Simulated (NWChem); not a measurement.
Species: GaHClF; SMILES [F][GaH][Cl]

```xyz
4

Ga    -0.3682    -0.4080     0.0000
H     -1.8391    -0.8781     0.0000
F      0.9417    -1.5613     0.0000
Cl     0.2811     1.6222     0.0000
```
Atoms are numbered in this order, from 1.

Program: NWChem. Medium grid unless said otherwise, to which SCAN and Minnesota functionals are sensitive. Geometry: optimised at PBE0/def2-SVP.

Question: Among these, which level gives the highest value of “orbital gap (eV)”?
A) M06/def2-SVP
B) B3LYP/def2-SVP
C) r2SCAN0/def2-SVP
D) PBE/def2-SVP

Answer: C, r2SCAN0/def2-SVP. Values: PBE/def2-SVP 5.54; B3LYP/def2-SVP 7.17; M06/def2-SVP 7.40; r2SCAN0/def2-SVP 8.22
